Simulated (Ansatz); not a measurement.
Isolated molecules relaxed with PBE0-D4/def2-TZVP in Ansatz; ΔE leaves out vibrations. CCSD(T)/CBS adds triple-zeta CCSD(T) − MP2 to the extrapolated MP2 energy (def2 sets, frozen cores). Functionals use def2-TZVPP. One conformer a species, not always the lowest.

Consider the redistribution: `[NH2][Al]([OH])[SiH3]` + `CN[SiH2]C=O` → `C[NH][Al]([NH2])[OH]` + `O=C[SiH2][SiH3]`.

```
         level  ΔE (kJ/mol)
     r2SCAN-D4        -22.6
       ωB97X-V        -16.5
       ωB97M-V        -17.2
        B2PLYP        -19.5
           PBE        -18.6
 HF/def2-TZVPP        -15.0
MP2/def2-TZVPP        -19.9
 MP2/CBS(def2)        -21.1
```

Q: What does CCSD(T)/CBS give? (Estimate.)

A: Ansatz gave: -19.8 kJ/mol. The listed levels differ from it by -2.8, 3.3, 2.6, 0.3, 1.2, 4.8, -0.1, -1.3 kJ/mol.

Largest T1 diagnostic among the species: 0.016.

In def2-TZVPP, CCSD(T) changes the Hartree–Fock value by −3.6 kJ/mol (the triples alone add −0.2 kJ/mol) and MP2 by −4.9 kJ/mol.
